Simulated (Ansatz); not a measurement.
This geometry of CH4NNaO (8 atoms, charge 0, multiplicity 1) is a first-order saddle point.

Theory: RKS PBE0/def2-SVPD (Ansatz 0.2.0).

```xyz
8
Properties=species:S:1:pos:R:3
N -0.398 0.805 0.341
C 0.591 0.039 -0.448
O 0.482 -1.304 -0.428
Na -1.068 -1.940 0.721
H -1.353 0.802 0.001
H -0.327 0.738 1.350
H 1.575 0.397 -0.060
H 0.498 0.464 -1.475
```

(1) Which two structures does it join? (They come from a converged band through this point; their orientation in space is the band's.)

(2) How far does it lie above each of them?

Answers

(1) Bonds formed: N1–Na4, C2–Na4. The height of N1 over the plane of its neighbours goes from 0.41 to -0.39 Å.

Initial state:

```xyz
8
Properties=species:S:1:pos:R:3
N -0.280 1.219 0.271
C 0.447 0.106 -0.335
O -0.019 -1.133 -0.039
Na -0.554 -2.996 0.279
H -1.257 1.158 -0.009
H -0.276 1.097 1.282
H 1.507 0.241 -0.018
H 0.432 0.308 -1.431
```

Final state:

```xyz
8
Properties=species:S:1:pos:R:3
N -0.589 0.428 0.468
C 0.561 -0.056 -0.429
O 0.603 -1.383 -0.523
Na -1.016 -1.867 0.685
H -1.215 1.042 -0.047
H -0.233 0.980 1.244
H 1.485 0.395 0.014
H 0.403 0.462 -1.410
```

(2) 2.3 kcal/mol above the first and 10.0 kcal/mol above the second. This is the barrier of this one path; another mechanism may lie lower.

Run time: 100 s on 2 threads of Arm Neoverse V2, on a shared host, peak memory 0.21 GiB.
